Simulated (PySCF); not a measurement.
MoO₃, SMILES [Mo](=[O])(=[O])=[O], multiplicity 1. Atoms are numbered in the order given.

```xyz
4

Mo     0.0000     0.0000    -0.1971
O      1.4008     0.8087     0.3450
O      0.0000    -1.6175     0.3450
O     -1.4008     0.8087     0.3450
```
Charge 0, spin multiplicity 1.

Geometry optimised at B3LYP-D3(BJ)/def2-TZVP. The multiplicity is an assumed one; other spin states were not compared. The isomer is the one that the SMILES or the coordinates give; other isomers of the formula were not compared. The def2 effective core potentials stand for the cores of Mo; spin–orbit coupling is left out.

Level of theory: B3LYP/def2-TZVPD run with PySCF.

Mulliken values depend strongly on the basis, most of all with diffuse functions as here. ESP charges are fitted to the potential on shells at 1.4 to 2.0 van der Waals radii. Atomic charges (e):

```tsv
atom	Mulliken	ESP fit
Mo1	2.22	1.83
O2	-0.74	-0.61
O3	-0.74	-0.61
O4	-0.74	-0.61
```
